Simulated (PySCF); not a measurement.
Computed properties of Mg(F)(Me) (CH3FMg), SMILES [CH3][Mg][F]

CH3FMg, SMILES [CH3][Mg][F]. Geometry optimised at r2SCAN-D4/def2-TZVP. One conformer was computed; it need not be the lowest. All values are computed for the isolated molecule unless a solvent is named; none is compared with measurement here.

**Structure.** The optimised structure has C3v symmetry. All 12 harmonic modes at r2SCAN-D4/def2-TZVP (PySCF) are real, so it is a minimum. With heavy atoms numbered as in [Mg:1]([F:2])[CH3:3], the shortest bond between them is Mg1–F2 at 1.761 Å and the longest Mg1–C3 at 2.071 Å.

**Vibrations.** The strongest infrared lines (harmonic, unscaled, degenerate partners summed) lie at 567 cm⁻¹ (210 km/mol, H 80 %, C 16 %), 774 cm⁻¹ (111 km/mol, Mg 56 %, F 37 %), 124 cm⁻¹ (107 km/mol, Mg 54 %, F 23 %, H 13 %, C 9 %). The softest mode is at 124 cm⁻¹ and the zero-point energy is 22.7 kcal/mol.

**Electronic structure.** M06-2X/def2-TZVPD (PySCF) places the frontier levels at -8.80 and -0.75 eV, a gap of 8.05 eV, and gives a dipole moment of 2.10 D and a mean polarisability of 37.3 bohr³.

**Excitations.** TDA-PBE0/def2-SVPD (PySCF) has S1 at 5.91 eV (210 nm, f = 0.269, bright); the most intense of the 10 singlets computed lies at 5.91 eV (f = 0.27). Strengths of degenerate partners are summed. T1 (TDA) is at 4.72 eV, 1.19 eV under S1. No vertical singlet excitation falls in the visible range (under 3.1 eV).

**NMR.** GIAO shifts at HF/pcSseg-2 (PySCF) (non-relativistic, atoms alike by connectivity averaged): ¹³C at -24.5 ppm against TMS; ¹H at -0.8 ppm against TMS; ¹⁹F at -183.9 ppm against CFCl3.
